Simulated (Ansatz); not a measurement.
Basis-set series for C3H12AlP (`[CH3][Al-]([CH3])([CH3])[PH3+]`). The species carries charge 0 and has multiplicity 1. All single points use the PBE0-D4/def2-TZVP geometry. It is one conformer, not always the lowest.

| functional | basis | functions | energy (Eh) | HOMO (eV) | LUMO (eV) |
| --- | --- | --- | --- | --- | --- |
| PBE0-D4 | def2-TZVPP | 345 | -705.01172 | -7.03 | -0.21 |
| PBE0-D4 | def2-QZVPP | 671 | -705.03776 | -7.04 | -0.29 |
| ωB97M-V | def2-TZVPP | 345 | -705.26923 | -9.29 | 1.63 |
| ωB97M-V | def2-QZVPP | 671 | -705.29430 | -9.30 | 1.10 |

(1) Give the rows for def2-SVP. (Estimate.)

Answers

(1) The calculation gave: 
| functional | basis | functions | energy (Eh) | HOMO (eV) | LUMO (eV) |
| --- | --- | --- | --- | --- | --- |
| PBE0-D4 | def2-SVP | 138 | -704.67322 | -6.94 | 0.16 |
| ωB97M-V | def2-SVP | 138 | -704.92013 | -9.20 | 2.10 |

Positive LUMOs are unbound and depend on the basis.

Computed with Ansatz.
